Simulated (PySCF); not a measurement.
A structure optimised at PBE0-D3(BJ)/def2-SVP, used in a PySCF frequency run:

```xyz
9

B      0.2485    -0.1533     0.1991
C     -1.0336    -0.9147    -0.1174
C     -2.0495    -1.5433    -0.3549
H     -2.9499    -2.0914    -0.5692
Cl     0.3853     1.4921    -0.4209
C      1.4197    -0.7966     1.0038
H      2.1728    -0.0729     1.3424
H      1.9197    -1.5251     0.3387
H      1.0455    -1.3812     1.8587
```
Charge 0, spin multiplicity 1.

### Question
Write its SMILES and formula.

### Answer
C#CB(C)Cl, C₃H₄BCl

### Question
What are its rotational constants (standard atomic weights)?

### Answer
5.6021, 2.7654, 1.8728 GHz
